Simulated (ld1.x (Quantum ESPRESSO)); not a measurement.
## Transferability test, ultrasoft potential for nickel (Ni)

* Element: Ni (Z = 28)
* Generator: ld1.x (Quantum ESPRESSO) 7.5
* Type: ultrasoft
* Functional: PBE
* Relativity: scalar-relativistic
* Frozen core: [Ne]
* Valence charge: 18
* Reference configuration: 3s2 3p6 3d8 4s1 4p1
* Partial waves: 3s (bound): rcut 1.10, rcutus 1.30 bohr; 4s (bound): rcut 1.10, rcutus 1.30 bohr; 3p (bound): rcut 1.05, rcutus 1.20 bohr; 4p (bound): rcut 1.05, rcutus 1.20 bohr; 3d (bound): rcut 1.30, rcutus 1.60 bohr; 3d channel at -0.35 Ry: rcut 1.30, rcutus 1.60 bohr; 4f channel at -0.05 Ry: rcut 1.40, rcutus 1.60 bohr; 4f channel at 2.4 Ry: rcut 1.40, rcutus 1.60 bohr
* Local potential: all-electron potential smoothed inside 1.20 bohr (lloc = -1)
* Core correction: none
* Augmentation charge: PSQ, inside the norm-conserving radii

Energies are relative to the spin-unpolarised reference configuration 3s2 3p6 3d8 4s1 4p1; without spin polarisation the order of configurations can differ from experiment.

Question: Give the all-electron excitation energy and the error of the potential for: 3s2 3p6 3d8 4s2 4p0; 3s2 3p6 3d8 4s1 4p0; 3s2 3p6 3d8 4s0 4p0; 3s1 3p6 3d8 4s2 4p0; 3s2 3p6 3d9 4s1 4p0; 3s2 3p6 3d6 4s0 4p0; 3s2 3p6 3d7 4s2 4p0.

Answer:

```json
{"valence configuration": "3s2 3p6 3d8 4s2 4p0", "charge": "0", "ΔE all-electron (eV)": "-4.596", "error AE − PS (meV)": "+0.2"}
{"valence configuration": "3s2 3p6 3d8 4s1 4p0", "charge": "+1", "ΔE all-electron (eV)": "4.727", "error AE − PS (meV)": "-0.8"}
{"valence configuration": "3s2 3p6 3d8 4s0 4p0", "charge": "+2", "ΔE all-electron (eV)": "22.078", "error AE − PS (meV)": "-1.4"}
{"valence configuration": "3s1 3p6 3d8 4s2 4p0", "charge": "+1", "ΔE all-electron (eV)": "114.801", "error AE − PS (meV)": "-31"}
{"valence configuration": "3s2 3p6 3d9 4s1 4p0", "charge": "0", "ΔE all-electron (eV)": "-6.191", "error AE − PS (meV)": "+9.9"}
{"valence configuration": "3s2 3p6 3d6 4s0 4p0", "charge": "+4", "ΔE all-electron (eV)": "117.101", "error AE − PS (meV)": "+129"}
{"valence configuration": "3s2 3p6 3d7 4s2 4p0", "charge": "+1", "ΔE all-electron (eV)": "11.524", "error AE − PS (meV)": "+30"}
```

Levels in the configuration 3s2 3p6 3d6 4s0 4p0:

| level | all-electron (eV) | pseudo (eV) |
| --- | --- | --- |
| 3s | -173.084 | -173.011 |
| 3p | -132.928 | -132.976 |
| 3d | -68.474 | -68.306 |
